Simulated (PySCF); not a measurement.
C₈H₈.
Geometry (PBE0-D3(BJ)/def2-SVP, Å), atoms numbered from 1 in this order:
```
atom  x, y, z in Å
C1     5.064    0.708   -0.665
C2     3.920    0.393   -0.395
C3     2.631    0.039   -0.091
C4     1.488   -0.282    0.187
C5     0.115   -0.643    0.490
C6    -0.897   -0.099   -0.532
C7    -2.298   -0.510   -0.208
C8    -3.299    0.326    0.070
H9     6.074    0.985   -0.903
H10    0.036   -1.744    0.543
H11   -0.145   -0.273    1.497
H12   -0.618   -0.474   -1.531
H13   -0.821    0.999   -0.574
H14   -2.492   -1.591   -0.195
H15   -4.303   -0.038    0.300
H16   -3.151    1.411    0.070
```

All values: PBE0/def2-SVPD (PySCF, non-relativistic), on one gas-phase PBE0-D3(BJ)/def2-SVP geometry that isn't relaxed in the solvent. The solvent is an IEF-PCM continuum (cavity from Bondi-type radii × 1.2). Specific hydrogen bonds and non-electrostatic terms are outside this model.

Gas phase at PBE0/def2-SVPD: HOMO -7.15 eV, LUMO -0.62 eV, dipole 1.13 D.

Q: What does the continuum do to the energy, the frontier levels and the dipole at PBE0/def2-SVPD in cyclohexane and dichloromethane?

A: 
```json
{"solvent": "cyclohexane", "ε": "2.017", "E(solvent) − E(gas) (kcal/mol)": "-1.90", "polarisation term (kcal/mol)": "-2.02", "distortion of the solute (kcal/mol)": "0.12", "HOMO (eV)": "-7.20", "LUMO (eV)": "-0.66", "dipole (D)": "1.28"}
{"solvent": "dichloromethane", "ε": "8.93", "E(solvent) − E(gas) (kcal/mol)": "-4.19", "polarisation term (kcal/mol)": "-4.76", "distortion of the solute (kcal/mol)": "0.57", "HOMO (eV)": "-7.26", "LUMO (eV)": "-0.72", "dipole (D)": "1.43"}
```

Polarisation term: ½ Σ q·V over the induced surface charges. Distortion: the rise of the solute's own energy as its density leaves the gas-phase optimum. From cyclohexane to dichloromethane the lowering changes by a factor 2.20, Onsager's factor (ε − 1)/(2ε + 1) by 2.08 and ε itself by 4.4.

Q: Which radius a makes the point-dipole formula ΔE = −[(ε − 1)/(2ε + 1)]·μ²/a³ give the value in dichloromethane, with the gas-phase dipole?

A: μ = 0.443 au and |ΔE| = 0.00668 Eh give a = 1.22 Å; the farthest nucleus lies 6.13 Å from the centroid of the nuclei, so such a sphere wouldn't even hold the nuclei. The formula assumes a rigid point dipole at the centre of a sphere.

Q: Give the dipole vector in the frame of the coordinates (D, pointing from negative to positive charge), gas and dichloromethane.

A: Gas (-1.08, -0.29, 0.09), solvent (-1.35, -0.45, 0.17). Its length changes by +27 % and its direction by 4°.

Q: How does the static polarisability (PBE0/def2-SVPD, frozen core, with the continuum's full static response) change?

A: 
```tsv
medium	isotropic (au)	principal values (au)	⟨r²⟩ of the electrons (bohr²)
gas	105.3	65.0, 73.6, 177.4	1834.9
cyclohexane	118.0	72.6, 82.9, 198.5	1834.5
dichloromethane	134.7	85.0, 97.5, 221.7	1833.9
```

The isotropic value in dichloromethane is 1.28 times the gas-phase one; no cavity-field correction is applied. ⟨r²⟩ is taken about the centre of nuclear charge.
